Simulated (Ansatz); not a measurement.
Start from `CC(N)O` and change one atom or group to get `NC(O)O[SiH3]`.

Ansatz, PBE0-D4/def2-TZVP geometries, multiplicity 1. Each molecule was computed in one conformer, which needn't be the lowest.

```json
{"property": "HOMO energy (PBE/def2-TZVPP) / eV", "`CC(N)O`": "-5.64"}
{"property": "HOMO energy (PBE0/def2-TZVPP) / eV", "`CC(N)O`": "-7.21"}
{"property": "HOMO–LUMO gap (PBE0/def2-TZVPP) / eV", "`CC(N)O`": "8.02"}
{"property": "HOMO energy (B3LYP/def2-TZVPP) / eV", "`CC(N)O`": "-6.97"}
{"property": "LUMO energy (PBE/def2-TZVPP) / eV", "`CC(N)O`": "-0.02"}
{"property": "LUMO energy (PBE0/def2-TZVPP) / eV", "`CC(N)O`": "0.81"}
```

(1) Give the same properties after the change, and the shifts. (Estimate.)

Answers

(1) The calculation gave: 
```csv
property,`NC(O)O[SiH3]`,shift
HOMO energy (PBE/def2-TZVPP) / eV,-6.40,-0.76
HOMO energy (PBE0/def2-TZVPP) / eV,-7.94,-0.73
HOMO–LUMO gap (PBE0/def2-TZVPP) / eV,8.49,0.47
HOMO energy (B3LYP/def2-TZVPP) / eV,-7.69,-0.72
LUMO energy (PBE/def2-TZVPP) / eV,-0.32,-0.30
LUMO energy (PBE0/def2-TZVPP) / eV,0.54,-0.27
```

With PBE0 the HOMO falls by 0.73 eV and the LUMO falls by 0.27 eV, so the gap widens by about 0.46 eV. PBE moves the HOMO by -0.76 eV and ωB97M-V by -0.72 eV.

B3LYP here is the variant with VWN-RPA as its local correlation; programs differ in this.
